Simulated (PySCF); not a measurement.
Can point charges reproduce the dipole moment of `CC[C@H](C)N1C=NN=C1`?

Coordinates (GFN2-xTB, Å) and charges (e) from the PBE0/pcSseg-1 density (PySCF):

| atom | x | y | z | Mulliken | IAO | Hirshfeld | ESP-fitted |
| --- | --- | --- | --- | --- | --- | --- | --- |
| C1 | 1.832 | 1.039 | 0.691 | -0.2606 | -0.4220 | -0.1196 | -0.5440 |
| C2 | 1.436 | -0.071 | -0.276 | -0.2193 | -0.2543 | -0.0670 | +0.1905 |
| C3 | 0.123 | -0.753 | 0.130 | -0.1265 | +0.0003 | +0.0404 | -0.1089 |
| C4 | -0.213 | -1.926 | -0.791 | -0.1801 | -0.4238 | -0.1178 | -0.6084 |
| N5 | -0.962 | 0.201 | 0.128 | -0.5705 | -0.1004 | -0.0014 | +0.3883 |
| C6 | -1.473 | 0.906 | -0.919 | +0.2831 | +0.0002 | +0.0330 | +0.0987 |
| N7 | -2.436 | 1.681 | -0.523 | -0.2671 | -0.2186 | -0.1666 | -0.3751 |
| N8 | -2.584 | 1.507 | 0.800 | -0.2714 | -0.2231 | -0.1693 | -0.2910 |
| C9 | -1.708 | 0.629 | 1.182 | +0.2852 | +0.0067 | +0.0331 | -0.0148 |
| H10 | 2.765 | 1.497 | 0.374 | +0.1244 | +0.1493 | +0.0466 | +0.1453 |
| H11 | 1.069 | 1.814 | 0.728 | +0.1386 | +0.1479 | +0.0369 | +0.1456 |
| H12 | 1.970 | 0.643 | 1.695 | +0.1078 | +0.1370 | +0.0398 | +0.1192 |
| H13 | 2.219 | -0.830 | -0.305 | +0.1271 | +0.1395 | +0.0453 | +0.0316 |
| H14 | 1.330 | 0.341 | -1.282 | +0.1196 | +0.1343 | +0.0398 | -0.0123 |
| H15 | 0.214 | -1.118 | 1.160 | +0.1186 | +0.1429 | +0.0510 | +0.1142 |
| H16 | -0.273 | -1.596 | -1.826 | +0.1153 | +0.1433 | +0.0446 | +0.1518 |
| H17 | 0.556 | -2.690 | -0.717 | +0.1231 | +0.1492 | +0.0499 | +0.1942 |
| H18 | -1.169 | -2.364 | -0.511 | +0.1318 | +0.1534 | +0.0457 | +0.1571 |
| H19 | -1.124 | 0.826 | -1.928 | +0.1115 | +0.1684 | +0.0670 | +0.1109 |
| H20 | -1.577 | 0.276 | 2.184 | +0.1092 | +0.1698 | +0.0684 | +0.1070 |

Question: Form Σ q r in debye for every column and set it beside the full dipole.

Answer: The full density gives (4.95, -4.17, -0.11) D, 6.47 D in size; dipole vectors point from the negative to the positive end.

```csv
scheme,μx,μy,μz,size (D),share of the full size (%),angle to the full dipole (°)
Mulliken,4.72,-3.58,-0.64,5.96,92,6
IAO,4.38,-3.75,-0.04,5.77,89,1
Hirshfeld,3.09,-2.72,-0.09,4.12,64,1
ESP-fitted,4.92,-4.09,-0.15,6.40,99,1
```

Question: Which set comes closest?

Answer: Length of the difference vector: ESP-fitted 0.10 D, IAO 0.71 D, Mulliken 0.83 D, Hirshfeld 2.36 D. Closest: ESP-fitted. 

Question: What is left for the Hirshfeld atoms' own dipoles?

Answer: The Hirshfeld atoms' densities add up to the full density, so μ = Σ q r + Σ (atomic dipoles). The atomic dipoles sum to (4.95, -4.17, -0.11) − (3.09, -2.72, -0.09) = (1.86, -1.45, -0.02) D, 2.36 D in size.

Question: With the origin at the mean of the coordinates, (0.000, 0.001, 0.000) Å, which are the largest single terms, by size, of the IAO dipole along the direction of the full one?

Answer: N8 +3.17, N7 +3.08, C4 -2.22, H17 +1.56, H13 +1.50 D; all 20 atoms together +5.77 D. The single terms depend on the origin, their sum doesn't.

Question: Give the size of the full dipole in other units.

Answer: 6.47 D = 2.547 au = 1.348 e·Å = 21.60 × 10⁻³⁰ C·m.

One conformer (not necessarily the lowest) at the GFN2-xTB geometry, without solvent, vibrations or thermal averaging.

These values come from a run that also computed NMR shieldings. Hardware: Arm Neoverse V2, one thread (shared host). Cost: 30 s, 0.94 GiB resident at most.

Conformer computed: `[CH3:1][CH2:2][C@H:3]([CH3:4])[n:5]1[cH:6][n:7][n:8][cH:9]1`: C1–C2–C3–C4 -176°, C2–C3–N5–C6 63°.
